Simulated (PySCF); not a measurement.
# Fractional electron number in Nd⁺ (neodymium, charge +1)

The 6s alpha orbital of [Xe] 4f4 6s1 is emptied in steps (occupation f), with all orbitals relaxed, ending at [Xe] 4f4. Computed with PySCF 2.14 in def2-TZVP with the def2 core potential (28 electrons), with scalar relativity through the core potential. The exact energy is a straight line in f; departures are measured from the line between the end points of the same method.

| f | BHandHLYP (eV) | B3LYP (eV) |
| --- | --- | --- |
| 1 | 0.000 | 0.000 |
| 0.9 | -0.115 | -0.182 |
| 0.7 | -0.270 | -0.423 |
| 0.5 | -0.322 | -0.503 |
| 0.3 | -0.272 | -0.421 |
| 0.1 | -0.117 | -0.179 |
| 0 | 0.000 | 0.000 |

```csv
method,E(f=0) − E(f=1) (eV),−ε at f=1 (eV),−ε at f=0.5 (eV)
BHandHLYP,10.786,9.505,10.781
B3LYP,11.084,9.066,11.091
```

Orbital energy along the path (eV):

```json
{"f": "1", "BHandHLYP": "-9.505", "B3LYP": "-9.066"}
{"f": "0.9", "BHandHLYP": "-9.759", "B3LYP": "-9.471"}
{"f": "0.7", "BHandHLYP": "-10.270", "B3LYP": "-10.282"}
{"f": "0.5", "BHandHLYP": "-10.781", "B3LYP": "-11.091"}
{"f": "0.3", "BHandHLYP": "-11.295", "B3LYP": "-11.895"}
{"f": "0.1", "BHandHLYP": "-11.823", "B3LYP": "-12.686"}
{"f": "0", "BHandHLYP": "-12.095", "B3LYP": "-13.049"}
```

Reference removal energy between the ground levels: 10.783 ± 0.02 eV (semi-empirical (NIST evaluation); NIST Atomic Spectra Database, ionization energies). The calculation has no spin-orbit coupling.
